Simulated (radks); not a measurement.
Species: Gd37+. Configuration: [Ar] 3d9 (the NIST ground configuration).

Calculated with a radial shooting solver on a logarithmic mesh with Libxc functionals: Dirac Kohn-Sham, PBE, spin-unpolarised, spherical densities, finite nucleus; open shells fill j = l - 1/2 first; Fermi nuclear charge, rms radius 5.1569 fm.

Energy parts (hartree):
part                       energy
total                 -10416.7109
kinetic                11417.0133
electron-nucleus      -23804.9011
Hartree                 2163.2787
exchange-correlation    -192.1018

Orbitals (lengths in bohr, moments of r in powers of bohr):
1s1/2: occ. 2; eigenvalue (hartree) -1899.560; <1/r> 71.65
2s1/2: occ. 2; eigenvalue (hartree) -362.4711; <1/r> 17.15
2p1/2: occ. 2; eigenvalue (hartree) -347.5472; <1/r> 17.12
2p3/2: occ. 4; eigenvalue (hartree) -321.8113; <1/r> 15.13
3s1/2: occ. 2; eigenvalue (hartree) -122.0535; <1/r> 6.414
3p1/2: occ. 2; eigenvalue (hartree) -115.7218; <1/r> 6.335
3p3/2: occ. 4; eigenvalue (hartree) -110.1147; <1/r> 5.833
3d3/2: occ. 4; eigenvalue (hartree) -99.50328; <1/r> 5.712
3d5/2: occ. 5; eigenvalue (hartree) -98.24847; <1/r> 5.587

The highest occupied level is 3d5/2 at -2673.5 eV. The density falls to 0.001 e/bohr^3 at r = 0.77 bohr. Summed over all electrons, <r^2> = 1.054 bohr^2, which gives a Langevin (diamagnetic) susceptibility term of -0.835 x 10^-6 cm^3/mol.
